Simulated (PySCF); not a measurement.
Species: C₅H₆F₄O.
Z-matrix (Å and degrees, GFN2-xTB geometry), rows numbered from 1:
```
F 
C   1  1.3664
O   2  1.3935  1  112.17
C   3  1.4368  2   92.87  1  -114.93
C   2  1.5347  1  112.98  3  -103.11
C   5  1.5212  2  116.09  1  -128.01
C   6  1.5186  5  111.01  2  -175.59
F   7  1.3411  6  112.62  5    60.54
F   7  1.3399  6  111.68  5  -179.58
F   7  1.3393  6  112.30  5   -59.74
H   2  1.0978  1  106.14  3   125.04
H   4  1.0914  3  111.23  2  -119.43
H   4  1.0912  3  111.92  2   116.96
H   5  1.0908  2  112.12  1     0.87
H   6  1.0925  5  110.29  2    65.46
H   6  1.0920  5  111.07  2   -55.55
```

A PySCF run (density fitting, gas phase, GFN2-xTB geometry) gave HOMO -6.69 eV, LUMO 0.52 eV, dipole 1.31 D.

**Question.** Which of these levels was it?
A. revPBE/pcSseg-1
B. B97-D/ANO-RCC-VDZP
C. wB97X-D/pcSseg-0
D. PBE0/pcSseg-1
E. LDA/pcSseg-1

**Answer.** A. It is revPBE/pcSseg-1. All candidates on this geometry:

```
                          level and settings                    kind  basis functions  SCF cycles     E (Eh)  HOMO (eV)  LUMO (eV)  dipole (D)
      B97-D/ANO-RCC-VDZP, level shift 0.3 Eh                     GGA              170          12  -668.5345      -6.92      -0.23        1.33
LDA/pcSseg-1, fitting basis def2-qzvpp-jkfit                     LDA              200          12  -663.8631      -6.91       0.17        1.37
                             revPBE/pcSseg-1                     GGA              200          15  -668.4550      -6.69       0.52        1.31
                               PBE0/pcSseg-1           global hybrid              200          14  -667.9873      -8.43       1.24        1.44
 wB97X-D/pcSseg-0, energy threshold 1e-06 Eh  range-separated hybrid              102           7  -666.9987     -10.34       3.73        1.78
```

The nearest other candidate, by the summed differences of HOMO and LUMO, is LDA/pcSseg-1: its HOMO differs by -0.22 eV and its LUMO by -0.35 eV. B97-D and wB97X-D ran without the empirical dispersion term, which would shift the total energy alone. Cycle counts include a coarse-grid stage where the run had one. ANO-RCC sets were contracted for a scalar-relativistic Hamiltonian, but ran non-relativistically here.
